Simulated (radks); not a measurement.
Results of a calculation; reference values are marked as such.
Ionisation of Zn+, [Ar] 3d10 4s1, to Zn2+, [Ar] 3d10, under several functionals. Dirac Kohn-Sham, spin-unpolarised, spherical densities, finite nucleus; a radial shooting solver on a logarithmic mesh with Libxc functionals.

functional                                        E(Zn+) (hartree)  Exc (hartree)  IE (eV)  -e(HOMO) (eV)  <r> HOMO (bohr)  IE error (eV)
LDA (Slater exchange, VWN5 correlation)                -1793.01477      -68.61365   18.764         14.341            2.378         +0.800
LDA (Slater exchange, Perdew-Zunger correlation)       -1792.99822      -68.59655   18.769         14.346            2.378         +0.805
OLYP                                                   -1796.49494      -72.23605   18.077         13.542            2.443         +0.112
revPBE                                                 -1795.86923      -71.52781   18.265         13.847            2.409         +0.300
RPBE                                                   -1795.92938      -71.58979   18.282         13.821            2.419         +0.318
exchange-only PBE                                      -1794.33847      -69.95047   17.934         13.388            2.438         -0.031
HCTH/407                                               -1796.89245      -72.68590   18.337         13.872            2.434         +0.373
XLYP                                                   -1796.36904      -72.02279   18.723         14.160            2.405         +0.758

NIST Atomic Spectra Database: 17.964 eV (measured). Closest: exchange-only PBE. The Delta-SCF values span 0.84 eV, the total energies 3.89 hartree. The highest occupied level is 4s1/2. Spin polarisation and multiplet splitting are left out, so open shells lie too high by an amount that depends on their filling.

Beside tabulated values, note that spin-unpolarised runs miss the spin-polarisation part of the exchange energy of open shells.
